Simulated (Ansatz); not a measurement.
WOCl4 (WCl4O). Total charge 0; triplet. Geometry B3LYP-D4/def2-SVP, that of the neutral singlet; atoms count from 1.

```xyz
6

W     0.066    0.028    0.057
O     1.278    0.543    1.101
Cl   -1.636    1.566    0.378
Cl   -1.192   -1.432    1.342
Cl    0.964   -1.851   -0.957
Cl    0.520    1.146   -1.920
```

In the def2 sets W takes a core potential; there is no spin–orbit coupling. At PBE0-D4/def2-TZVP a singlet of charge 0 lies 2.07 eV below the triplet at the same geometry.

(1) Estimate the Mulliken populations from the PBE0/def2-TZVP orbitals of Ansatz.

(2) Where does the spin sit?

(3) And the Mayer bond orders between heavy atoms (over 0.3)?

Answers

(1) 
```
atom  charge (e)  spin (α − β)  d electrons
  W1        1.15          0.89         3.85
  O2       -0.35         -0.09            –
 Cl3       -0.20          0.30            –
 Cl4       -0.20          0.30            –
 Cl5       -0.20          0.30            –
 Cl6       -0.20          0.30            –
```
Mulliken values depend strongly on the basis.

(2) Summed by element: W 0.89, O -0.09, Cl 1.20, of 2 unpaired in all. Largest on single atoms: W1 0.89, Cl6 0.30, Cl5 0.30.

(3) W1–O2 2.21 (1.68 Å); W1–Cl3 0.87 (2.32 Å); W1–Cl4 0.87 (2.32 Å); W1–Cl5 0.87 (2.32 Å); W1–Cl6 0.87 (2.32 Å).
